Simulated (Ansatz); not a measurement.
Ansatz results at the PBE0-D4/def2-TZVP geometry: HOMO energy (ωB97M-V/def2-TZVPP) -8.80 eV; LUMO energy (B3LYP/def2-TZVPP) -0.60 eV; size of the dipole moment (ωB97M-V/def2-TZVPP) 1.20 D.

Question: Which molecule gave them?
A. `[SiH3]B1CO1`
B. `F[SiH2]P[SiH3]`
C. `F[SiH]1[CH2][GeH2]1`
D. `O[SiH](O)[AlH2]`

Answer: C. The others give `[SiH3]B1CO1`: -10.20, -1.33, 1.17; `F[SiH2]P[SiH3]`: -9.76, -0.55, 1.60; `O[SiH](O)[AlH2]`: -9.09, -2.34, 2.37.

B3LYP here is the variant with VWN-RPA as its local correlation; programs differ in this.
